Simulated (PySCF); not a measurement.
CH$_{5}$BO$_{2}$ (SMILES CB(O)O), singlet, at a GFN2-xTB geometry, atoms displaced at random by about 0.08 Å a coordinate; B3LYP/6-31G, gradient (PySCF).

PySCF was given this input:
```python
from pyscf import gto, scf, dft

mol = gto.Mole()
mol.atom = '''
    B     0.00633896    0.12989842    0.08695463
    C    -1.25929621   -0.85062208   -0.11499721
    H    -1.00567491   -1.76970230   -0.70719096
    H    -2.05172991   -0.43481486   -0.62152774
    H    -1.52776147   -1.09214654    0.82905140
    O    -0.01922448    1.18242665   -0.62244716
    H    -0.62275664    1.81757079   -0.97977980
    O     1.28083715   -0.34875829    0.62770094
    H     1.22919824   -1.15912081    1.00157568
'''
mol.basis = '6-31g'
mol.verbose = 4
mol.build()

mf = dft.RKS(mol)
mf.xc = 'b3lyp'
mf.kernel()
g = mf.nuc_grad_method()
g.grid_response = True
grad = g.kernel()
```

Problem. Write the output that PySCF gives for this input, abridged.

Solution. 
```
PySCF version 2.14.0

[INPUT] verbose = 4
[INPUT] num. atoms = 9
[INPUT] num. electrons = 32
[INPUT] charge = 0
[INPUT] spin (= nelec alpha-beta = 2S) = 0
[INPUT] symmetry False subgroup None
[INPUT] Mole.unit = angstrom
[INPUT] Symbol           X                Y                Z      unit          X                Y                Z       unit  Magmom
[INPUT]  1 B      0.006338960000   0.129898420000   0.086954630000 AA    0.011978898315   0.245472437814   0.164320435963 Bohr   0.0
[INPUT]  2 C     -1.259296210000  -0.850622080000  -0.114997210000 AA   -2.379724946603  -1.607442766708  -0.217313231989 Bohr   0.0
[INPUT]  3 H     -1.005674910000  -1.769702300000  -0.707190960000 AA   -1.900450150247  -3.344252669013  -1.336397232168 Bohr   0.0
[INPUT]  4 H     -2.051729910000  -0.434814860000  -0.621527740000 AA   -3.877207611479  -0.821681000291  -1.174517207420 Bohr   0.0
[INPUT]  5 H     -1.527761470000  -1.092146540000   0.829051400000 AA   -2.887050761963  -2.063857848491   1.566680089187 Bohr   0.0
[INPUT]  6 O     -0.019224480000   1.182426650000  -0.622447160000 AA   -0.036329002087   2.234462530887  -1.176254659413 Bohr   0.0
[INPUT]  7 H     -0.622756640000   1.817570790000  -0.979779800000 AA   -1.176839491854   3.434711005109  -1.851515484381 Bohr   0.0
[INPUT]  8 O      1.280837150000  -0.348758290000   0.627700940000 AA    2.420431423668  -0.659057651772   1.186182864732 Bohr   0.0
[INPUT]  9 H      1.229198240000  -1.159120810000   1.001575680000 AA    2.322848026397  -2.190420876184   1.892703728225 Bohr   0.0

nuclear repulsion = 114.967403678297
number of shells = 30
number of NR pGTOs = 108
number of NR cGTOs = 46
basis = 6-31g
ecp = {}

******** <class 'pyscf.dft.rks.RKS'> ********
method = RKS
initial guess = minao
damping factor = 0
level_shift factor = 0
DIIS = <class 'pyscf.scf.diis.CDIIS'>
diis_start_cycle = 1
diis_space = 8
diis_damp = 0
SCF conv_tol = 1e-09
SCF conv_tol_grad = None
SCF max_cycles = 50
direct_scf = True
direct_scf_tol = 1e-13
XC library pyscf.dft.libxc version 7.1.2
    S. Lehtola, C. Steigemann, M. J. T. Oliveira, and M. A. L. Marques,  SoftwareX 7, 1–5 (2018)
XC functionals = b3lyp
    P. J. Stephens, F. J. Devlin, C. F. Chabalowski, and M. J. Frisch,  J. Phys. Chem. 98, 11623 (1994)
radial grids:
    Treutler-Ahlrichs [JCP 102, 346 (1995); DOI:10.1063/1.469408] (M4) radial grids

becke partition: Becke, JCP 88, 2547 (1988); DOI:10.1063/1.454033
pruning grids: <function nwchem_prune>
grids dens level: 3
symmetrized grids: False
atomic radii adjust function: <function treutler_atomic_radii_adjust>
small_rho_cutoff = 0
Set gradient conv threshold to 3.16228e-05
Initial guess from minao.
tot grids = 105368
init E= -216.856848136743
  HOMO = -0.37752740234882  LUMO = -0.0408908283126632  gap/eV = 9.16035
cycle= 1 E= -216.220411269957  delta_E= 0.636  |g|= 0.98  |ddm|= 2.68
  HOMO = -0.127919114104163  LUMO = 0.0911046065599193  gap/eV = 5.95994
cycle= 2 E= -216.01422799378  delta_E= 0.206  |g|= 1.43  |ddm|= 1.92
  HOMO = -0.262394366580269  LUMO = 0.0479190537537375  gap/eV = 8.44406
cycle= 3 E= -216.407084016202  delta_E= -0.393  |g|= 0.129  |ddm|= 1.24
  HOMO = -0.276392408821021  LUMO = 0.0399433234045752  gap/eV = 8.60793
cycle= 4 E= -216.41081151631  delta_E= -0.00373  |g|= 0.0395  |ddm|= 0.141
  HOMO = -0.274057815009096  LUMO = 0.0403872006079919  gap/eV = 8.55648
cycle= 5 E= -216.411098912983  delta_E= -0.000287  |g|= 0.0157  |ddm|= 0.0363
  HOMO = -0.2734447105071  LUMO = 0.041259364759223  gap/eV = 8.56353
cycle= 6 E= -216.411147263746  delta_E= -4.84e-05  |g|= 0.00251  |ddm|= 0.0126
  HOMO = -0.273322127438016  LUMO = 0.041585881283098  gap/eV = 8.56908
cycle= 7 E= -216.411148775219  delta_E= -1.51e-06  |g|= 0.000417  |ddm|= 0.00257
  HOMO = -0.273393379008217  LUMO = 0.0415165339360675  gap/eV = 8.56914
cycle= 8 E= -216.411148820479  delta_E= -4.53e-08  |g|= 2.99e-05  |ddm|= 0.000575
  HOMO = -0.273395119478924  LUMO = 0.0415175069117253  gap/eV = 8.56921
cycle= 9 E= -216.411148820805  delta_E= -3.25e-10  |g|= 2.59e-06  |ddm|= 5.38e-05
  HOMO = -0.273395015029029  LUMO = 0.0415175395827228  gap/eV = 8.56921
Extra cycle  E= -216.411148820804  delta_E= 1.14e-13  |g|= 3e-06  |ddm|= 5.97e-06
converged SCF energy = -216.411148820804

******** <class 'pyscf.grad.rks.Gradients'> for <class 'pyscf.dft.rks.RKS'> ********
unit = Eh/Bohr
grid_response = True
--------------- RKS gradients ---------------
         x                y                z
0 B    -0.0160777055     0.1036470208    -0.0084436931
1 C    -0.0673181361     0.0156728513     0.0211873735
2 H    -0.0027806508    -0.0099941096    -0.0132817549
3 H     0.0385983611    -0.0282970141     0.0221637788
4 H     0.0307715023     0.0310684874    -0.0628006454
5 O    -0.0329551140    -0.0946762952     0.0313368388
6 H     0.0112773315     0.0004693895     0.0035430852
7 O     0.0356097236    -0.1087651680     0.0485437799
8 H     0.0028746878     0.0908748379    -0.0422487629
----------------------------------------------
```
